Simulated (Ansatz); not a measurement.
Ansatz (an electronic-structure program) input (PBE/def2-SVP):

Ansatz 0.2 input:
```yaml
crystal:
  periodic: [false, false, false]
  atoms:
    - {symbol: Hg, position_ang: [0.00000000, 0.00000000, 0.00000000]}
    - {symbol: Br, position_ang: [0.00000000, 0.00000000, 2.42485796]}
    - {symbol: Br, position_ang: [-0.00000000, -0.00000000, -2.42485796]}
basis:
  gaussian:
    orbitals: def2-SVP
hamiltonian:
  xc: {name: PBE}
output: {forces: true}
```

Output:

```
Functional definition: PBE
integrals: 0.04 GiB planned
1003 factors; their error is unknown
mean field: 0.23 GiB planned
mean field evaluation 1: about -144232.1776 eV, gradient 2.8e1 eV
mean field evaluation 2: about -144226.7911 eV, gradient 5.2e1 eV
mean field evaluation 4: about -144234.3328 eV, gradient 1.2e0 eV
mean field evaluation 8: about -144234.2076 eV, gradient 2.8e-2 eV
mean field evaluation 16: about -144234.2076 eV, gradient 3.5e-6 eV
mean field -144234.20760144 eV, -5300.5093638957 hartree, gradient 3.5e-6 eV, S^2 0.000000; 0 other end points of the search recorded, 0 dependent functions left out
the calculation of the forces begins
reference -144234.20763240 eV, -5300.5093650332 hartree; 45, 45 occupied and 51, 51 virtual orbitals, 1003 factors
Total energy: -144234.20763240 eV, -5300.5093650332 hartree
Atom 0 at     0.000000     0.000000     0.000000 Å, force    -0.000000    -0.000000     0.000000 eV/Å
Atom 1 at     0.000000     0.000000     2.424858 Å, force     0.000000     0.000000     0.143120 eV/Å
Atom 2 at    -0.000000    -0.000000    -2.424858 Å, force     0.000000     0.000000    -0.143120 eV/Å
Dipole moment:     0.000000    -0.000000     0.000000 e Å
```

The geometry given is a B3LYP-D3(BJ)/def2-TZVP minimum.
